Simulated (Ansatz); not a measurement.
Total energies of `C[Si](C)(C)C#Cc1cnc(-c2cnc(-c3cnc(-c4cnc(-c5cnc(-c6cnc(C#C[Si](C)(C)C)s6)s5)s4)s3)s2)s1` from Ansatz at PBE-D4/def2-SVP, gas phase (1 Eh = 27.2114 eV = 2625.5 kJ/mol). The reference geometry is relaxed at PBE-D4/def2-SVP.

```json
{"state": "charge 0 singlet", "geometry": "reference", "energy (Eh)": "-4373.21116"}
{"state": "charge 1 doublet", "geometry": "reference", "energy (Eh)": "-4372.97664"}
{"state": "charge -1 doublet", "geometry": "reference", "energy (Eh)": "-4373.29710"}
{"state": "free C atom (triplet)", "geometry": "–", "energy (Eh)": "-37.75124"}
{"state": "free Si atom (triplet)", "geometry": "–", "energy (Eh)": "-289.12416"}
{"state": "free N atom (quartet)", "geometry": "–", "energy (Eh)": "-54.46658"}
{"state": "free S atom (triplet)", "geometry": "–", "energy (Eh)": "-397.80063"}
{"state": "free H atom (doublet)", "geometry": "–", "energy (Eh)": "-0.49863"}
```

Single mean-field runs in def2-SVP are fitted with def2-universal-jkfit.

Problem. Work out the vertical ionisation energy to the doublet.

Solution. E(charge 1 doublet) − E(charge 0 singlet) = -4372.97664 − (-4373.21116) = 0.23452 Eh = 6.38 eV. For comparison, −ε of the highest occupied level is 5.11 eV at this level, 1.27 eV less.

Problem. Work out the vertical electron affinity, to the doublet.

Solution. E(charge 0 singlet) − E(charge -1 doublet) = -4373.21116 − (-4373.29710) = 0.08594 Eh = 2.34 eV. The basis lacks diffuse functions, which makes affinities too small.

Problem. Give the fundamental gap IE − EA, the Mulliken electronegativity (IE + EA)/2 and the hardness (IE − EA)/2.

Solution. From the values in Eh: IE − EA = 0.23452 − 0.08594 = 0.14858 Eh = 4.04 eV; (IE + EA)/2 = 4.36 eV; (IE − EA)/2 = 2.02 eV. The HOMO–LUMO gap of the same run is 1.55 eV, 2.49 eV smaller than the fundamental gap.

Problem. What is the binding energy per atom against free atoms?

Solution. Atoms: 28 × (-37.75124) + 2 × (-289.12416) + 6 × (-54.46658) + 6 × (-397.80063) + 24 × (-0.49863) = -4360.85342 Eh. Binding: -4360.85342 − (-4373.21116) = 12.35774 Eh = 336.27 eV, or 5.10 eV for each of 66 atoms (no zero-point energy, no counterpoise term).
